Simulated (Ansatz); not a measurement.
TaS₃⁻ (the lowest singlet isomer of a short search), 4 atoms. Hardware: 4 threads of Arm Neoverse V1 on a shared host.

In the def2 sets Ta takes a core potential; there is no spin–orbit coupling. Correlated methods freeze 15 core orbitals; core or outer-core shells of Ta are correlated, in sets that lack core-valence functions.

(1) How many basis functions does each of these Ansatz runs have, and roughly what does it cost? r2SCAN-D4/def2-TZVPD, charge -1 triplet, energy, from earlier orbitals; PBE0-D4/def2-SVPD, charge -1 singlet, energy, from earlier orbitals; HSE06-D4/def2-TZVPD, charge -1 triplet, energy, from earlier orbitals; MP2/def2-TZVPD, charge -1 singlet, energy, from earlier orbitals; PBE0-D4/def2-SVP, charge -1 quintet, energy with a search over starts; PBE0-D4/def2-SVP, charge 0 doublet at the geometry of the charge -1 singlet, energy with a search over starts; PBE0-D4/def2-SVP, charge -1 singlet, energy with a search over starts; PBE0-D4/def2-SVP, charge -1 unrestricted singlet, energy with a search over starts; PBE-D4/def2-TZVPD, charge 0 doublet at the geometry of the charge -1 singlet, energy, from earlier orbitals; BHLYP-D4/def2-TZVPD, charge -1 singlet, energy, from earlier orbitals; B2PLYP/def2-TZVPD, charge -1 triplet, energy, from earlier orbitals; LC-ωPBE/def2-TZVPD, charge -1 triplet, energy, from earlier orbitals.

## Answers

(1) Other jobs shared the machine, so times can vary by a factor of up to 3. A dash marks memory too small to be measured apart from the calling script's.

```csv
run,functions,fitting or Cholesky vectors,wall time,peak host memory (GiB)
"PBE0-D4/def2-SVPD, charge -1 singlet, energy, from earlier orbitals",116,1172,1.5 s,–
"PBE0-D4/def2-SVP, charge -1 singlet, energy with a search over starts",86,791,1.8 s,–
"MP2/def2-TZVPD, charge -1 singlet, energy, from earlier orbitals",181,1209,1.9 s,–
"PBE0-D4/def2-SVP, charge -1 unrestricted singlet, energy with a search over starts",86,791,2.6 s,–
"PBE0-D4/def2-SVP, charge 0 doublet at the geometry of the charge -1 singlet, energy with a search over starts",86,791,2.9 s,–
"BHLYP-D4/def2-TZVPD, charge -1 singlet, energy, from earlier orbitals",181,1508,3.1 s,–
"PBE-D4/def2-TZVPD, charge 0 doublet at the geometry of the charge -1 singlet, energy, from earlier orbitals",181,1245,3.6 s,–
"HSE06-D4/def2-TZVPD, charge -1 triplet, energy, from earlier orbitals",181,1380,6 s,0.74
"PBE0-D4/def2-SVP, charge -1 quintet, energy with a search over starts",86,794,7 s,–
"r2SCAN-D4/def2-TZVPD, charge -1 triplet, energy, from earlier orbitals",181,1245,9.5 s,–
"B2PLYP/def2-TZVPD, charge -1 triplet, energy, from earlier orbitals",181,1212,12 s,0.61
"LC-ωPBE/def2-TZVPD, charge -1 triplet, energy, from earlier orbitals",181,1245,13 s,0.71
```
